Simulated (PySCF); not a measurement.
**From computed data to an observable: entropy of an ideal gas**

ScF2, SMILES [F][Sc+][F], charge +1.

The structure is a stationary point at ωB97X-D3(BJ)/def2-TZVP. The spin state was assumed, not searched. The isomer is the one that the SMILES or the coordinates give; other isomers of the formula were not compared.

ωB97X-D3(BJ)/def2-TZVP run with PySCF gives the harmonic wavenumbers 173, 795, 820 cm⁻¹ and the rotational temperatures 1.3507, 0.2853, 0.2356 K. The molar mass is 82.95 g/mol, the symmetry number 2, the spin multiplicity 1.

Problem. Work out the entropy at 298.15 K and 1 atm in the rigid-rotor, harmonic-oscillator model.

Solution. 
Translation (Sackur–Tetrode at 1 atm): S = R[1.5 ln M + 2.5 ln T − 1.16487] = 163.8 J/(mol K).
Rotation: q = (√π/σ) T^1.5/√(θA θB θC) = 15100, S = R[ln q + 3/2] = 92.5 J/(mol K).
Vibration: with u = 1.4388 ν/T, each mode gives R[u/(e^u − 1) − ln(1 − e^−u)]:
| ν (cm⁻¹) | modes | u | S (J/(mol K)) |
|---|---|---|---|
| 173 | 1 | 0.83 | 10.05 |
| 795 | 1 | 3.84 | 0.88 |
| 820 | 1 | 3.96 | 0.80 |
These are all the modes. Sum 11.7 J/(mol K).
Spin: R ln 1 = 0.0 J/(mol K).
Total 268.1 J/(mol K); the program's own thermochemistry gives 268.1. Translation makes up 61 % and vibration 4 %. Anharmonicity, hindered rotation and orbital degeneracy are left out.
